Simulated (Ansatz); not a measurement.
Born–Oppenheimer molecular dynamics of AlH6NOSi (10 atoms, charge 0, multiplicity 1). It starts from a relaxed structure.

Method: RKS B3LYP-D4/6-31G* in Ansatz.

| Quantity | Value |
| --- | --- |
| ensemble | NVE (velocity Verlet) |
| time step | 1 fs |
| steps asked | 150 |
| starting velocities drawn for | 50 K |
| masses | H 2.014 u |
| seed | 753099 |

First frame:

```xyz
10
Properties=species:S:1:pos:R:3
Al -0.153 0.162 -0.350
O -0.725 -0.188 1.215
Si -1.286 -0.523 2.715
H -2.445 -1.458 2.651
H -0.230 -1.164 3.548
H -1.727 0.721 3.405
N 1.578 -0.019 -0.688
H 2.279 -0.318 -0.022
H 1.999 0.167 -1.589
H -1.139 0.638 -1.482
```

(1) What does the run give?

(2) What happens to the structure?

(3) How do temperature and energy run in time?

## Answers

(1) All steps were run.

```yaml
steps_done: 150
time_covered: 150 fs
mean_temperature_over_the_second_half: 28 K
spread_of_the_potential_energy_over_the_second_half: 0.5 meV per atom
mean_potential_energy_of_the_second_half_above_the_start: 2.3 meV per atom
```

The conserved energy stayed within 0.022 meV per atom of its start (net change 0.0078 meV per atom), so the integration is sound. Over the second half the temperature averaged 0.56 of the 50 K drawn at the start: a run that starts near a minimum puts about half its kinetic energy into the potential. A run of 0.15 ps of so small a system gives no equilibrium averages.

(2) The same pairs are bonded in the first frame and the last. Pairs count as bonded within 1.25 times the sum of covalent radii (0.12 Å more for H–H). Another seed would give other details.

(3) 
```csv
time (fs),T (K),potential energy less start (eV),conserved less start (meV/atom)
0,50,0.000,0.00
12,35,0.016,0.01
24,37,0.014,0.01
36,37,0.013,0.01
48,37,0.014,0.01
60,36,0.015,0.01
72,33,0.018,0.01
84,34,0.017,0.01
96,29,0.022,0.01
108,34,0.016,0.01
120,25,0.026,0.02
132,20,0.031,0.02
144,21,0.030,0.02
```

Time of the run: 4.3 min on 1 thread of AMD EPYC 9R45 96-Core Processor (Zen 5), on a shared host, peak memory 0.18 GiB.
